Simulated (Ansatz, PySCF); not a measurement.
Complex: H2O (SMILES O) (first 3 atoms) with CH2O (SMILES C=O); geometry from B3LYP-D3(BJ)/def2-TZVP, rigid monomers moved along the line of their centres of mass till O1···C4 is 2.54 Å.
(charge 0, multiplicity 1):
```xyz
7

O     -0.15034     0.43763    -0.11458
H      0.49207     0.16848    -0.77930
H     -0.52355    -0.38205     0.22991
C      0.00459     0.60717     2.41879
O     -0.39931    -0.51337     2.57950
H      1.08409     0.84710     2.41999
H     -0.67750     1.46269     2.26739
```

Interaction energies are E(AB) − E(A) − E(B) at the monomers' geometry in the complex; basis-set methods are counterpoise corrected. Rows marked so take none.

Frozen-core correlation. CBS: X⁻³ extrapolation of the correlation energy, Hartree–Fock from the larger set. Rows in 3-21G, 6-311+G**, 6-31G*, STO-3G carry no dispersion term and start afresh at each structure (6-31G* with six Cartesian d functions).

Programs: Ansatz (a program for electronic structure) with Gaussian orbitals; PySCF for 3-21G rows, 6-311+G** rows, 6-31G* rows, STO-3G rows, the dispersion terms. Each number belongs to the level named beside it.

Other levels give for the interaction energy: PBE/def2-TZVPPD -1.51; B3LYP/def2-TZVPPD -0.78; B3LYP-D3(BJ)/def2-TZVPPD -2.08; wB97M-V/def2-TZVPPD -2.26; CCSD(T)/CBS(aug-cc-pVDZ, aug-cc-pVTZ) -2.01 kcal/mol.

Common cheap choices:

```
level                              interaction energy (kcal/mol)  less -2.01 (CCSD(T)/CBS(aug-cc-pVDZ, aug-cc-pVTZ))
---------------------------------  -----------------------------  --------------------------------------------------
HF/STO-3G (no counterpoise)                                 0.73                                                2.74
HF/3-21G (no counterpoise)                                 -4.85                                               -2.84
HF/6-31G*                                                  -0.54                                                1.48
HF/6-31G* (no counterpoise)                                -2.03                                               -0.02
BP86/6-31G* (no counterpoise)                              -3.00                                               -0.99
B3LYP/3-21G (no counterpoise)                              -7.47                                               -5.46
B3LYP/6-31G*                                               -1.14                                                0.88
B3LYP/6-311+G** (no counterpoise)                          -1.44                                                0.57
```
